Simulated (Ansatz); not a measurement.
Ansatz results at the PBE0-D4/def2-TZVP geometry: LUMO energy (ωB97M-V/def2-TZVPP) -0.42 eV; HOMO energy (B3LYP/def2-TZVPP) -7.46 eV; HOMO–LUMO gap (ωB97M-V/def2-TZVPP) 9.15 eV.

Each molecule was computed in one conformer, which needn't be the lowest.

**Question.** Which molecule gave them?
A. `B[Si](B)(C)[SiH3]`
B. `C[SiH]1[SiH2]B1[SiH3]`
C. `B[SiH](B)[SiH2]C`
D. `O[AsH2]`

**Answer.** C. The others give `C[SiH]1[SiH2]B1[SiH3]`: -0.05, -6.29, 8.32; `O[AsH2]`: 1.39, -7.34, 11.11; `B[Si](B)(C)[SiH3]`: -0.23, -6.98, 8.88.

B3LYP here is the variant with VWN-RPA as its local correlation; programs differ in this.
